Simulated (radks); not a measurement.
All-electron atom: Kr2+ in [Ar] 3d10 4s2 4p4. Method: Dirac Kohn-Sham, PBE, spin-unpolarised, spherical densities, finite nucleus; open shells are shared between the two j in proportion to 2j + 1; Fermi nuclear charge, rms radius 4.1884 fm; computed with a radial shooting solver on a logarithmic mesh with Libxc functionals.

Normalised radial functions P(r) = r R(r) (large component), r in bohr:

r           3p1/2   3d3/2
0.002866   0.0071  0.0000
0.00331    0.0089  0.0000
0.003823   0.0112  0.0001
0.004415   0.0141  0.0001
0.005099   0.0179  0.0001
0.005889   0.0227  0.0002
0.006747   0.0285  0.0003
0.007791   0.0362  0.0004
0.008998   0.0460  0.0006
0.01039    0.0585  0.0009
0.012      0.0741  0.0014
0.01386    0.0937  0.0021
0.01601    0.1181  0.0030
0.01849    0.1481  0.0045
0.02135    0.1847  0.0066
0.02466    0.2288  0.0097
0.02848    0.2810  0.0143
0.03289    0.3418  0.0207
0.03798    0.4106  0.0300
0.04386    0.4863  0.0430
0.05065    0.5662  0.0611
0.0585     0.6458  0.0861
0.06756    0.7185  0.1199
0.07802    0.7751  0.1648
0.09011    0.8045  0.2234
0.1041     0.7938  0.2978
0.1202     0.7297  0.3900
0.1377     0.6104  0.4938
0.159      0.4158  0.6204
0.1837     0.1530  0.7604
0.2121    -0.1654  0.9071
0.2449    -0.5148  1.0506
0.2829    -0.8602  1.1785
0.3267    -1.1607  1.2773
0.3773    -1.3769  1.3335
0.4357    -1.4803  1.3373
0.5032    -1.4609  1.2854
0.5812    -1.3307  1.1814
0.6712    -1.1197  1.0356
0.7751    -0.8686  0.8630
0.8952    -0.6185  0.6809
1.034     -0.4017  0.5062
1.194     -0.2361  0.3529
1.379     -0.1243  0.2288
1.592     -0.0577  0.1365
1.839     -0.0232  0.0740
2.124     -0.0080  0.0360
2.453     -0.0023  0.0154
2.81      -0.0006  0.0061
3.246     -0.0001  0.0019
3.748     0.0000  0.0005
4.329     0.0000  0.0001
4.999     0.0000  0.0000
5.773     0.0000  0.0000
6.668     0.0000  0.0000
7.7       0.0000  0.0000
8.893     0.0000  0.0000
10.27     0.0000  0.0000
11.86     0.0000  0.0000

3p1/2: eigenvalue -225.94 eV, 1 radial node at r = 0.197 bohr, <r> = 0.533 bohr, 90 % of the charge inside 0.813 bohr. 3d3/2: eigenvalue -107.57 eV, 0 radial nodes, <r> = 0.552 bohr, 90 % of the charge inside 0.904 bohr.
